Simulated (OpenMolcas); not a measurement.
**Sb IV: effect of the active space**

```
Program             : OpenMolcas
Method              : CASSCF or its RAS form
Basis               : ANO-RCC-VTZP
Scalar Hamiltonian  : DKH2, point nucleus
Spin-orbit coupling : state interaction with AMFI integrals over the reference wave functions, term energies averaged over their components
```

A. 2 electrons in 4 orbitals (5s 5p); 2S+1 = 3 even, 3 roots; 2S+1 = 1 even, 7 roots; 2S+1 = 3 odd, 3 roots; 2S+1 = 1 odd, 3 roots; cost about 40 core-seconds
B. 2 electrons in 8 orbitals (5s 5p 6s 6p); 2S+1 = 3 even, 3 roots; 2S+1 = 1 even, 7 roots; 2S+1 = 3 odd, 3 roots; 2S+1 = 1 odd, 3 roots; cost roughly 30 core-seconds
C. 2 electrons in 9 orbitals (RAS2 5s 5p; RAS3 5d, at most 2 electrons); 2S+1 = 3 even, 3 roots; 2S+1 = 1 even, 7 roots; 2S+1 = 3 odd, 3 roots; 2S+1 = 1 odd, 3 roots; cost about 30 core-seconds

Energies in eV above 5s² ¹S₀, the measured ground level; measured values from Moore, Atomic Energy Levels, vol. III, NSRDS-NBS 35 (1971 reprint of NBS Circular 467, 1958).

| Level | A | B | C | Measured |
| --- | --- | --- | --- | --- |
| 5s² ¹S₀ | 0.0000 | 0.0000 | 0.0000 | 0.0000 |
| 5s 5p ³P°₀ | 7.4507 | 7.5427 | 7.3591 |  |
| 5s 5p ³P°₁ | 7.7222 | 7.8136 | 7.6247 | 8.2697 |
| 5s 5p ³P°₂ | 8.3506 | 8.4424 | 8.2567 | 8.9963 |
| 5s 5p ¹P°₁ | 12.7484 | 12.8166 | 12.0377 | 11.8965 |
| 5p² ³P₀ | 18.6081 | 18.7407 | 18.4779 | 18.8550 |
| 5p² ³P₁ | 19.0303 | 19.1179 | 18.9150 | 19.3896 |
| 5p² ¹D₂ | 20.7566 | 20.8339 | 18.4822 | 19.3361 |

Deviations, from unrounded energies. A percentage is the sum of absolute deviations over the sum of measured energies, with the sign that they share, or ± where signs differ.

```tsv
Against measurement	Levels	A	B	C
mean absolute deviation (cm-1)	6	5500	5100	4300
other configurations (%)	6	±4.7	±4.4	±3.7
```

C lies closest to measurement on these levels and A furthest from it. The largest miss of C in the table is 5p² ¹D₂, by -6900 cm-1. The ranking rests on the paired levels alone, and a cruder setting can come out closer through cancelling errors.

Among A to C the level of the table that moves most is 5p² ¹D₂, by 19000 cm-1 (lowest in C, highest in B).

The ¹D term of p² mixes with s d, which this space lacks (holds for A; B). Active for correlation alone: 6p 6s; no level in the range computed is led by a configuration that fills them, so any true level of that kind is missing (holds for B). Active for correlation alone: 5d; no level in the range computed is led by a configuration that fills it, so any true level of that kind is missing (holds for C). Some terms mix strongly with configurations of 5d, whose occupation reaches 0.27 (5p² ¹D) (holds for C). Measured partners are found by configuration, term and J. A level has none where our copy of the source lacks it or the pairing is in doubt (some pairs that miss far off the trend of their configuration count as doubtful), and it then counts in no deviation. Only configurations of the active space appear. Levels that lie high or do not pair safely by name in every column are left out.

° marks odd parity.
